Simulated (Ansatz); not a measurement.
Stretching the N3–H4 bond in H3NSe (SMILES N[SeH]) (multiplicity 1 held, fragments rigid). Energies count from the point at 1.012 Å.
Geometry at that point (charge 0, multiplicity 1):
```xyz
5

Se    -0.0430     0.3156     0.2326
H     -1.2669     0.7729    -0.4779
N      0.3666    -1.2273    -0.7248
H      0.5479    -1.0107    -1.6964
H     -0.3858    -1.9010    -0.6611
```

R- and RO- levels are restricted; in cc, def2 and unpolarised 6-31G sets they are followed outwards from rest. U- levels take the lowest unrestricted solution at each point, which mixes spins at long bonds. Active spaces are followed from a long bond inwards. Curves can end on different states.

Cores are frozen in the correlated methods. Filled d and f shells under p-block atoms count as core.

Run with Ansatz (a program for electronic structure) with Gaussian orbitals. Values without a source in brackets are computed.

Energies in eV.

```json
[
 {"R (Å)": "0.810", "R-B3LYP/cc-pVTZ": "1.43", "R-wB97X-V/cc-pVTZ": "1.45", "U-wB97X-V/cc-pVTZ": "1.45", "U-SCS-MP2/cc-pVTZ": "1.44", "FIC-MRCISD+Q on CASSCF(2,2)/cc-pVTZ": "1.43"},
 {"R (Å)": "0.911", "R-B3LYP/cc-pVTZ": "0.28", "R-wB97X-V/cc-pVTZ": "0.28", "U-wB97X-V/cc-pVTZ": "0.28", "U-SCS-MP2/cc-pVTZ": "0.28", "FIC-MRCISD+Q on CASSCF(2,2)/cc-pVTZ": "0.28"},
 {"R (Å)": "1.012", "R-B3LYP/cc-pVTZ": "0.00", "R-wB97X-V/cc-pVTZ": "0.00", "U-wB97X-V/cc-pVTZ": "0.00", "U-SCS-MP2/cc-pVTZ": "0.00", "FIC-MRCISD+Q on CASSCF(2,2)/cc-pVTZ": "0.00"},
 {"R (Å)": "1.113", "R-B3LYP/cc-pVTZ": "0.18", "R-wB97X-V/cc-pVTZ": "0.19", "U-wB97X-V/cc-pVTZ": "0.19", "U-SCS-MP2/cc-pVTZ": "0.19", "FIC-MRCISD+Q on CASSCF(2,2)/cc-pVTZ": "0.19"},
 {"R (Å)": "1.214", "R-B3LYP/cc-pVTZ": "0.60", "R-wB97X-V/cc-pVTZ": "0.62", "U-wB97X-V/cc-pVTZ": "0.62", "U-SCS-MP2/cc-pVTZ": "0.62", "FIC-MRCISD+Q on CASSCF(2,2)/cc-pVTZ": "0.62"},
 {"R (Å)": "1.366", "R-B3LYP/cc-pVTZ": "1.39", "R-wB97X-V/cc-pVTZ": "1.46", "U-wB97X-V/cc-pVTZ": "1.46", "U-SCS-MP2/cc-pVTZ": "1.44", "FIC-MRCISD+Q on CASSCF(2,2)/cc-pVTZ": "1.41"},
 {"R (Å)": "1.518", "R-B3LYP/cc-pVTZ": "2.20", "R-wB97X-V/cc-pVTZ": "2.33", "U-wB97X-V/cc-pVTZ": "2.33", "U-SCS-MP2/cc-pVTZ": "2.68", "FIC-MRCISD+Q on CASSCF(2,2)/cc-pVTZ": "2.21"},
 {"R (Å)": "1.771", "R-B3LYP/cc-pVTZ": "3.36", "R-wB97X-V/cc-pVTZ": "3.65", "U-wB97X-V/cc-pVTZ": "3.64", "U-SCS-MP2/cc-pVTZ": "4.19", "FIC-MRCISD+Q on CASSCF(2,2)/cc-pVTZ": "3.29"},
 {"R (Å)": "2.024", "R-B3LYP/cc-pVTZ": "4.24", "R-wB97X-V/cc-pVTZ": "4.70", "U-wB97X-V/cc-pVTZ": "4.29", "U-SCS-MP2/cc-pVTZ": "4.63", "FIC-MRCISD+Q on CASSCF(2,2)/cc-pVTZ": "3.97"},
 {"R (Å)": "2.327", "R-B3LYP/cc-pVTZ": "4.98", "R-wB97X-V/cc-pVTZ": "5.65", "U-wB97X-V/cc-pVTZ": "4.54", "U-SCS-MP2/cc-pVTZ": "4.78", "FIC-MRCISD+Q on CASSCF(2,2)/cc-pVTZ": "4.38"},
 {"R (Å)": "2.732", "R-B3LYP/cc-pVTZ": "5.62", "R-wB97X-V/cc-pVTZ": "6.55", "U-wB97X-V/cc-pVTZ": "4.63", "U-SCS-MP2/cc-pVTZ": "4.83", "FIC-MRCISD+Q on CASSCF(2,2)/cc-pVTZ": "4.58"},
 {"R (Å)": "3.238", "R-B3LYP/cc-pVTZ": "6.08", "R-wB97X-V/cc-pVTZ": "7.29", "U-wB97X-V/cc-pVTZ": "4.66", "U-SCS-MP2/cc-pVTZ": "4.84", "FIC-MRCISD+Q on CASSCF(2,2)/cc-pVTZ": "4.64"}
]
```

Doubts at one or more of the structures used: a restricted determinant that unrestricted orbitals would lower (R-B3LYP/cc-pVTZ, R-wB97X-V/cc-pVTZ); a spin-contaminated determinant (U-wB97X-V/cc-pVTZ, U-SCS-MP2/cc-pVTZ).
